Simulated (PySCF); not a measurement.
HgCl, SMILES [Cl][Hg] (connectivity only; charge and spin as stated), neutral, multiplicity 2.

Coordinates come from a PBE0-D3(BJ)/def2-TZVPD optimisation. The multiplicity is an assumed one; other spin states were not compared. The def2 effective core potentials stand for the cores of Hg; spin–orbit coupling is left out.

Calculation: PBE0-D3(BJ)/def2-TZVPD (PySCF).

Frequencies are harmonic and unscaled.

| mode | ν (cm⁻¹) | IR (km/mol) | moving atoms (share of kinetic energy) |
|---|---|---|---|
| 1 | 267 | 15.3 | Cl 85 %, Hg 15 % |
